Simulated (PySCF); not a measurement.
PySCF job for H₄PSi, SMILES [SiH3][PH], multiplicity 2, TDA-M06-2X/def2-TZVPD. Geometry optimised at ωB97X-D3(BJ)/def2-TZVP. The isomer is the one that the SMILES or the coordinates give; other isomers of the formula were not compared.

```python
import numpy as np
from pyscf import gto, scf, dft, tdscf

mol = gto.M(
    atom='''
    Si    0.00184080   -1.04186420   -0.00000000
    P    -0.09401302    1.19559755   -0.00000000
    H     0.71785340   -1.52633636    1.20736768
    H    -1.37499965   -1.59149641    0.00000000
    H     0.71785340   -1.52633637   -1.20736768
    H     1.32371703    1.29630476   -0.00000000
    ''',
    basis='def2-TZVPD',
    charge=0,
    spin=1,
    max_memory=1600,
    verbose=4,
)
mf = dft.UKS(mol, xc='m06-2x').density_fit(auxbasis='def2-universal-jkfit')
mf.grids.level = 4
mf.conv_tol = 1e-9
mf.max_cycle = 100
mf.kernel()
fine, coarse = mf.grids, dft.Grids(mol).set(level=1).build(with_non0tab=True)
for _ in range(3):  # follow internal instabilities
    mf.grids = coarse
    mo, _, stable, _ = mf.stability(return_status=True, nroots=4)
    mf.grids = fine
    if stable:
        break
    mf.kernel(mf.make_rdm1(mo, mf.mo_occ))
mf.grids = dft.Grids(mol).set(level=2).build(with_non0tab=True)  # coarser grid for the response kernel
td = tdscf.TDA(mf)
td.nstates = 10
td.conv_tol = 1e-4
td.kernel(x0=td.get_init_guess(mf, 15))
td.analyze()
```

Log of the run:

```
PySCF version 2.14.0

[INPUT] verbose = 4
[INPUT] num. atoms = 6
[INPUT] num. electrons = 33
[INPUT] charge = 0
[INPUT] spin (= nelec alpha-beta = 2S) = 1
[INPUT] symmetry False subgroup None
[INPUT] Mole.unit = angstrom
[INPUT] Symbol           X                Y                Z      unit          X                Y                Z       unit  Magmom
[INPUT]  1 Si     0.001840800000  -1.041864200000   0.000000000000 AA    0.003478607850  -1.968837996989   0.000000000000 Bohr   0.0
[INPUT]  2 P     -0.094013020000   1.195597550000   0.000000000000 AA   -0.177658859943   2.259351924701   0.000000000000 Bohr   0.0
[INPUT]  3 H      0.717853400000  -1.526336360000   1.207367680000 AA    1.356546323588  -2.884357694366   2.281594246852 Bohr   0.0
[INPUT]  4 H     -1.374999650000  -1.591496410000   0.000000000000 AA   -2.598372759873  -3.007492343129   0.000000000000 Bohr   0.0
[INPUT]  5 H      0.717853400000  -1.526336370000  -1.207367680000 AA    1.356546323588  -2.884357713263  -2.281594246852 Bohr   0.0
[INPUT]  6 H      1.323717030000   1.296304760000   0.000000000000 AA    2.501462653123   2.449660970370   0.000000000000 Bohr   0.0

nuclear repulsion = 81.7999623975093
number of shells = 50
number of NR pGTOs = 182
number of NR cGTOs = 122
basis = def2-TZVPD
ecp = {}


[settings echo left out]
init E= -632.968250559258
  alpha nocc = 17  HOMO = -0.216120279707811  LUMO = -0.00467755621153578
  beta  nocc = 16  HOMO = -0.29650061791137  LUMO = -0.216120279707813

WARN: HOMO -0.216120279707811 >= LUMO -0.216120279707813

cycle= 1 E= -633.163325651373  delta_E= -0.195  |g|= 0.111  |ddm|= 1.21
  alpha nocc = 17  HOMO = -0.294217022442346  LUMO = 0.00284298475527446
  beta  nocc = 16  HOMO = -0.325446604871761  LUMO = -0.109280450901046
  HOMO = -0.294217022442  LUMO = -0.109280450901  gap/eV = 5.03238
cycle= 2 E= -633.172006679103  delta_E= -0.00868  |g|= 0.0478  |ddm|= 0.169
  alpha nocc = 17  HOMO = -0.292914549333343  LUMO = 0.00623835810583452
  beta  nocc = 16  HOMO = -0.321605500698768  LUMO = -0.101756327563971
  HOMO = -0.292914549333  LUMO = -0.101756327564  gap/eV = 5.20168
cycle= 3 E= -633.173360867892  delta_E= -0.00135  |g|= 0.0165  |ddm|= 0.0718
  alpha nocc = 17  HOMO = -0.293404267686411  LUMO = 0.00603456138389236
  beta  nocc = 16  HOMO = -0.32109900869871  LUMO = -0.0980761940625552
  HOMO = -0.293404267686  LUMO = -0.0980761940626  gap/eV = 5.31515
cycle= 4 E= -633.173617602579  delta_E= -0.000257  |g|= 0.00501  |ddm|= 0.0255
  alpha nocc = 17  HOMO = -0.294608479550643  LUMO = 0.00579559390450912
  beta  nocc = 16  HOMO = -0.321762725327266  LUMO = -0.098210914416974
  HOMO = -0.294608479551  LUMO = -0.098210914417  gap/eV = 5.34425
cycle= 5 E= -633.173641245646  delta_E= -2.36e-05  |g|= 0.00138  |ddm|= 0.00867
  alpha nocc = 17  HOMO = -0.294558824008817  LUMO = 0.00568603191268253
  beta  nocc = 16  HOMO = -0.32162344936433  LUMO = -0.0979737405518311
  HOMO = -0.294558824009  LUMO = -0.0979737405518  gap/eV = 5.34935
cycle= 6 E= -633.173644286793  delta_E= -3.04e-06  |g|= 0.000423  |ddm|= 0.0035
  alpha nocc = 17  HOMO = -0.294710044728188  LUMO = 0.00565814735831385
  beta  nocc = 16  HOMO = -0.321740160893729  LUMO = -0.0980477884010469
  HOMO = -0.294710044728  LUMO = -0.098047788401  gap/eV = 5.35145
cycle= 7 E= -633.173644563058  delta_E= -2.76e-07  |g|= 0.000148  |ddm|= 0.000976
  alpha nocc = 17  HOMO = -0.294683837055578  LUMO = 0.00567059680199364
  beta  nocc = 16  HOMO = -0.32171687172443  LUMO = -0.0980089015107612
  HOMO = -0.294683837056  LUMO = -0.0980089015108  gap/eV = 5.35180
cycle= 8 E= -633.173644600432  delta_E= -3.74e-08  |g|= 3.58e-05  |ddm|= 0.000375
  alpha nocc = 17  HOMO = -0.294682388329287  LUMO = 0.00566888488804172
  beta  nocc = 16  HOMO = -0.321712314087184  LUMO = -0.0980124809145977
  HOMO = -0.294682388329  LUMO = -0.0980124809146  gap/eV = 5.35166
cycle= 9 E= -633.173644602679  delta_E= -2.25e-09  |g|= 9.56e-06  |ddm|= 0.000105
  alpha nocc = 17  HOMO = -0.294684326520338  LUMO = 0.00566847412273445
  beta  nocc = 16  HOMO = -0.321714141456626  LUMO = -0.0980152803313761
  HOMO = -0.29468432652  LUMO = -0.0980152803314  gap/eV = 5.35164
cycle= 10 E= -633.173644602804  delta_E= -1.25e-10  |g|= 2.49e-06  |ddm|= 2.53e-05
  alpha nocc = 17  HOMO = -0.294683312397021  LUMO = 0.00566876199957905
  beta  nocc = 16  HOMO = -0.321713042340246  LUMO = -0.0980143937280253
  HOMO = -0.294683312397  LUMO = -0.098014393728  gap/eV = 5.35163
Extra cycle  E= -633.173644602811  delta_E= -6.93e-12  |g|= 1.41e-06  |ddm|= 6.2e-06
converged SCF energy = -633.173644602811  <S^2> = 0.75501989  2S+1 = 2.0050136
tot grids = 22712
uhf_internal: lowest eigs of H = [0.1467907  0.28560272 0.39901613 0.40403232]
<class 'pyscf.df.df_jk.DFUKS'> wavefunction is stable in the internal stability analysis
tot grids = 45344


******** <class 'pyscf.tdscf.uks.TDA'> for <class 'pyscf.df.df_jk.DFUKS'> ********
nstates = 10
deg_eia_thresh = 1.000e-03
wfnsym = None
conv_tol = 0.0001
eigh lindep = 1e-12
eigh level_shift = 0
eigh max_cycle = 100


Excitation energies (eV)
[1.96782229 3.93251127 5.33155227 5.69600152 5.86505046 5.90868231
 6.03877898 6.32372119 6.53639375 6.60288436]

** Excitation energies and oscillator strengths **
Excited State   1:      1.96782 eV    630.06 nm  f=0.0013
      16b ->   17b      0.98270
      16b ->   28b     -0.10217
Excited State   2:      3.93251 eV    315.28 nm  f=0.0016
      13b ->   17b      0.38043
      15b ->   17b      0.90207
Excited State   3:      5.33155 eV    232.55 nm  f=0.0000
      17a ->   18a     -0.78912
      17a ->   20a      0.19934
      17a ->   22a      0.50181
      17a ->   24a      0.17289
      17a ->   26a     -0.12335
Excited State   4:      5.69600 eV    217.67 nm  f=0.0214
      17a ->   19a      0.95496
      17a ->   27a     -0.13671
      17a ->   30a      0.11960
Excited State   5:      5.86505 eV    211.39 nm  f=0.0129
      17a ->   21a      0.11099
      14b ->   17b     -0.95250
      16b ->   18b      0.14332
Excited State   6:      5.90868 eV    209.83 nm  f=0.0018
      13b ->   17b     -0.89705
      15b ->   17b      0.39221
Excited State   7:      6.03878 eV    205.31 nm  f=0.0009
      16a ->   18a     -0.38731
      16a ->   22a      0.26284
      16a ->   24a      0.12277
      17a ->   21a      0.14719
      14b ->   17b      0.18130
      16b ->   18b      0.38693
      16b ->   19b     -0.50231
      16b ->   20b     -0.18358
      16b ->   22b     -0.37913
      16b ->   24b     -0.17413
      16b ->   26b      0.11322
Excited State   8:      6.32372 eV    196.06 nm  f=0.0214
      16a ->   19a     -0.29007
      16b ->   18b      0.80035
      16b ->   19b      0.40814
      16b ->   31b      0.13292
Excited State   9:      6.53639 eV    189.68 nm  f=0.0034
      17a ->   20a      0.88511
      17a ->   22a     -0.35877
      17a ->   24a      0.10592
      17a ->   26a     -0.11675
      17a ->   30a     -0.16997
Excited State  10:      6.60288 eV    187.77 nm  f=0.0013
      16a ->   18a      0.36604
      16a ->   22a     -0.22610
      17a ->   21a      0.84024
      17a ->   25a      0.12789
      17a ->   28a     -0.13997
      17a ->   32a     -0.14358

** Transition electric dipole moments (AU) **
state          X           Y           Z        Dip. S.      Osc.
  1         0.0000     -0.0000      0.1628      0.0265      0.0013
  2        -0.0000      0.0000     -0.1280      0.0164      0.0016
  3        -0.0000      0.0000      0.0151      0.0002      0.0000
  4         0.0000      0.0000      0.3917      0.1534      0.0214
  5         0.1001     -0.2825     -0.0000      0.0898      0.0129
  6         0.0000     -0.0000      0.1100      0.0121      0.0018
  7        -0.0629      0.0433     -0.0000      0.0058      0.0009
  8        -0.1556      0.3371      0.0000      0.1378      0.0214
  9        -0.0000     -0.0000      0.1455      0.0212      0.0034
 10         0.0452      0.0777      0.0000      0.0081      0.0013

** Transition velocity dipole moments (imaginary part, AU) **
state          X           Y           Z        Dip. S.      Osc.
  1        -0.0000      0.0000     -0.0155      0.0002      0.0022
  2        -0.0000      0.0000      0.0288      0.0008      0.0038
  3        -0.0000      0.0000     -0.0133      0.0002      0.0006
  4         0.0000      0.0000      0.1211      0.0147      0.0467
  5        -0.0023     -0.0218      0.0000      0.0005      0.0015
  6        -0.0000     -0.0000     -0.0114      0.0001      0.0004
  7        -0.0032      0.0142     -0.0000      0.0002      0.0006
  8        -0.0330      0.0710      0.0000      0.0061      0.0176
  9        -0.0000     -0.0000      0.0246      0.0006      0.0017
 10         0.0124      0.0140      0.0000      0.0004      0.0010

** Transition magnetic dipole moments (imaginary part, AU) **
state          X           Y           Z
  1        -0.6940     -0.4370     -0.0000
  2        -0.3690      0.7220      0.0000
  3         0.2242     -0.2671      0.0000
  4        -0.5358      0.1088      0.0000
  5         0.0000      0.0000      0.0671
  6        -0.0194     -0.3122      0.0000
  7         0.0000      0.0000     -0.1219
  8        -0.0000     -0.0000     -0.2436
  9        -0.4920     -0.3719     -0.0000
 10        -0.0000     -0.0000      0.1855
```

Self-consistency was reached.
